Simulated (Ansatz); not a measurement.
C₂H₉BN₂ (`CN(C)BN`). The species carries charge 0 and has multiplicity 1. Geometry: relaxed with PBE0-D4/def2-TZVP. It is one conformer, not always the lowest.

```xyz
14

C    -0.186   -0.321    1.360
N     0.189   -0.245   -0.025
C     1.078   -1.302   -0.430
B    -0.253    0.746   -0.926
N    -1.127    1.800   -0.586
H    -0.848    0.499    1.638
H    -0.710   -1.260    1.583
H     0.694   -0.273    2.015
H     1.328   -1.193   -1.485
H     2.011   -1.287    0.150
H     0.619   -2.290   -0.285
H     0.141    0.689   -2.059
H    -1.528    1.957    0.321
H    -1.407    2.479   -1.269
```

Question: What is the dipole moment at PBE/def2-TZVPP? (Estimate.)

Answer: Ansatz gave: 1.26 D, with components (-0.52, 0.23, 1.12) D in this frame, pointing from negative to positive charge.

Question: And with r2SCAN, B3LYP, ωB97M-V? (An estimate is asked.)

Answer: The calculation gave: r2SCAN 1.24 D, B3LYP 1.20 D, ωB97M-V 1.21 D.

Question: Give the Mulliken charges with PBE, r2SCAN, B3LYP in def2-TZVPP. (An estimate is asked.)

Answer: Computed: 
```
atom    PBE  r2SCAN  B3LYP
  C1  -0.19   -0.06  -0.18
  N2  -0.05   -0.12  -0.13
  C3  -0.17   -0.04  -0.16
  B4  -0.03    0.06   0.03
  N5  -0.32   -0.38  -0.32
  H6   0.06    0.03   0.07
  H7   0.09    0.05   0.09
  H8   0.09    0.05   0.09
  H9   0.08    0.06   0.09
 H10   0.08    0.04   0.08
 H11   0.08    0.04   0.08
 H12  -0.04   -0.05  -0.03
 H13   0.14    0.15   0.13
 H14   0.17    0.18   0.16
```

B3LYP here is the variant with VWN-RPA as its local correlation; programs differ in this.
